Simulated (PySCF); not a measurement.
K₂F⁺: breathing scan

All numbers come from PBE0/[F def2-TZVP, K def2-TZVP], no relativity, density fitting, PySCF.

Rigid scan from the singlet minimum (F–K 2.325 Å (×2); K–F–K 180.0°). Coordinate: all bonds to the central atom scaled together. Energies in kJ/mol from the minimum.

Q: Predict the curve at 0.88, 0.92, 0.96, 1.00, 1.04, 1.08, 1.14, 1.22, 1.35.

A: 
```csv
scale of all bonds to the centre,E (kJ/mol)
0.88,64.5
0.92,24.6
0.96,5.3
1.00,0.0
1.04,4.0
1.08,14.2
1.14,36.4
1.22,72.4
1.35,134.1
```

At long bonds a restricted determinant can lie too high, and another spin state can fall below this curve.

The scan took 6.8 s on 2 threads of a shared Arm Neoverse V2 host; the process peaked at 0.8 GiB. Launch command: `OMP_NUM_THREADS=2 python axn.py task.json out`.
